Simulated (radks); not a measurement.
W5+, configuration [Xe] 4f14 5d1.

All-electron calculation, Dirac Kohn-Sham, PBEsol, spin-unpolarised, spherical densities, point nucleus; open shells are shared between the two j in proportion to 2j + 1. Program: a radial shooting solver on a logarithmic mesh with Libxc functionals.

Energy parts (hartree):
part                       energy
total                 -16156.0641
kinetic                18206.1119
electron-nucleus      -40215.2625
Hartree                 6171.5756
exchange-correlation    -318.4891

Orbitals (lengths in bohr, moments of r in powers of bohr; r(max) is where P^2 peaks):
orbital  occ.  eigenvalue (hartree)      <r^2>   r(max)   <1/r>      <r>  small-component weight
1s1/2       2             -2551.656  0.0004631  0.01145   87.10  0.01835                7.79e-02
2s1/2       2             -441.9354   0.007063  0.06588   21.19  0.07695                1.76e-02
2p1/2       2             -422.7070   0.005044  0.04897   21.15  0.06366                1.77e-02
2p3/2       4             -373.0174   0.006244  0.05581   17.77  0.07162                1.60e-02
3s1/2       2             -103.4423    0.04615   0.1856   7.776   0.2006                5.81e-03
3p1/2       2             -94.88357    0.04234   0.1737   7.691   0.1906                5.75e-03
3p3/2       4             -84.13926    0.04893   0.1878   6.815   0.2054                5.26e-03
3d3/2       4             -69.73345    0.03793   0.1470   6.710   0.1797                5.14e-03
3d5/2       6             -67.39621    0.03974   0.1509   6.504   0.1842                5.00e-03
4s1/2       2             -23.05638     0.2284   0.4211   3.269   0.4495                1.92e-03
4p1/2       2             -19.50903     0.2356   0.4208   3.158   0.4547                1.82e-03
4p3/2       4             -17.01617     0.2711   0.4505   2.853   0.4880                1.63e-03
4d3/2       4             -11.19177     0.2956   0.4471   2.638   0.5048                1.44e-03
4d5/2       6             -10.73246     0.3090   0.4565   2.565   0.5163                1.39e-03
4f5/2       6              -3.43843     0.4454   0.4258   2.108   0.5980                9.87e-04
4f7/2       8              -3.35563     0.4593   0.4308   2.078   0.6070                9.66e-04
5s1/2       2              -5.04292      1.243   0.9597   1.281    1.053                4.40e-04
5p1/2       2              -3.96815      1.478    1.025   1.163    1.146                3.70e-04
5p3/2       4              -3.58097      1.711    1.104   1.063    1.233                3.24e-04
5d3/2     0.4              -2.11452      2.790    1.347  0.8188    1.566                1.99e-04
5d5/2     0.6              -2.06949      2.906    1.377  0.8000    1.599                1.92e-04

The highest occupied level is 5d5/2 at -56.314 eV. The density falls to 0.001 e/bohr^3 at r = 2.89 bohr. For comparison, the ionisation energy in NIST's Atomic Spectra Database is 64.77 eV (semi-empirical). In exact Kohn-Sham theory the highest level is minus the ionisation energy, but local and semilocal functionals leave it too shallow, through self-interaction and a potential that decays too fast; potentials with the right tail come closer. Summed over all electrons, <r^2> = 27.35 bohr^2, which gives a Langevin (diamagnetic) susceptibility term of -21.7 x 10^-6 cm^3/mol.

Beside tabulated values, note that spin-unpolarised runs miss the spin-polarisation part of the exchange energy of open shells.
